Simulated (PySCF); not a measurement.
Computed shifts of a molecule C3H9BO, PBE0/pcSseg-1 (PySCF), GIAO, gas phase, atoms alike by connectivity averaged where their shifts nearly agree, in ppm (number of nuclei): ¹³C: 18.1 (1), 13.3 (1), 9.2 (1). ¹H: 5.40 (1), 1.29 (1), 1.25 (3), 0.93 (1), 0.72 (3). References: ¹¹B against BF3 (σ = 88.8 ppm); ¹³C against TMS (σ = 186.3 ppm); ¹H against TMS (σ = 31.56 ppm); ¹⁷O against H2O (σ = 334.2 ppm), references at their B3LYP-D3(BJ)/def2-TZVP geometries, non-relativistic. Geometry: B3LYP-D3(BJ)/def2-SVP. Other conformers were not sampled.

Problem. Identify the compound among the candidates.
A. CCCBO
B. CCB(C)O
C. BOC(C)C
D. CCBOC

Solution. B, CCB(C)O
